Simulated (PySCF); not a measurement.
Orbital picture of BaCa

PBE0 at R = 4.638 Å; PySCF, spin-free X2C with a Gaussian nucleus, basis sets Ba x2c-TZVPall, Ca x2c-TZVPall. State: ¹Σ⁺ (singlet), closed shell. Only the outer orbitals are listed, counted within each symmetry.

```json
{"orbital": "7π", "occ.": "2", "ε (eV)": "-30.31", "on Ba (%)": "0", "main shells (%)": "100 Ca p"}
{"orbital": "7π", "occ.": "2", "ε (eV)": "-30.31", "on Ba (%)": "0", "main shells (%)": "100 Ca p"}
{"orbital": "15σ", "occ.": "2", "ε (eV)": "-30.27", "on Ba (%)": "0", "main shells (%)": "100 Ca p"}
{"orbital": "8π", "occ.": "2", "ε (eV)": "-20.37", "on Ba (%)": "100", "main shells (%)": "100 Ba p"}
{"orbital": "8π", "occ.": "2", "ε (eV)": "-20.37", "on Ba (%)": "100", "main shells (%)": "100 Ba p"}
{"orbital": "16σ", "occ.": "2", "ε (eV)": "-20.33", "on Ba (%)": "100", "main shells (%)": "100 Ba p"}
{"orbital": "17σ", "occ.": "2", "ε (eV)": "-4.71", "on Ba (%)": "26", "main shells (%)": "72 Ca s, 22 Ba s"}
{"orbital": "18σ", "occ.": "2", "ε (eV)": "-3.44", "on Ba (%)": "70", "main shells (%)": "67 Ba s, 22 Ca s"}
{"orbital": "19σ", "occ.": "0", "ε (eV)": "-1.55", "on Ba (%)": "57", "main shells (%)": "42 Ba d, 34 Ca p, 9 Ba p"}
{"orbital": "9π", "occ.": "0", "ε (eV)": "-1.51", "on Ba (%)": "62", "main shells (%)": "50 Ba d, 31 Ca p, 12 Ba p"}
{"orbital": "9π", "occ.": "0", "ε (eV)": "-1.51", "on Ba (%)": "62", "main shells (%)": "50 Ba d, 31 Ca p, 12 Ba p"}
```

Which are the highest filled and the lowest empty level, where do they sit, and how wide is the gap?

Highest filled 18σ at -3.44 eV (in %: 67 Ba s, 22 Ca s); lowest empty 19σ at -1.55 eV (in %: 42 Ba d, 34 Ca p, 9 Ba p); the gap at PBE0 is 1.89 eV.

```
bond order (Mayer)                               : 0.57
⟨S²⟩                                             : 0.000
charge on Ba (Mulliken, basis-dependent)         : 0.08
charge on Ba (Löwdin, basis-dependent)           : -0.06
dipole moment (positive dipole means Ba(−)Ca(+)) : -0.34 D
polarisability along the bond                    : 758.8 bohr³
polarisability across the bond                   : 365.6 bohr³
```

Closed-shell solutions of metal pairs were not tested for spin polarisation, which can lower them a little. Spin–orbit coupling is left out.
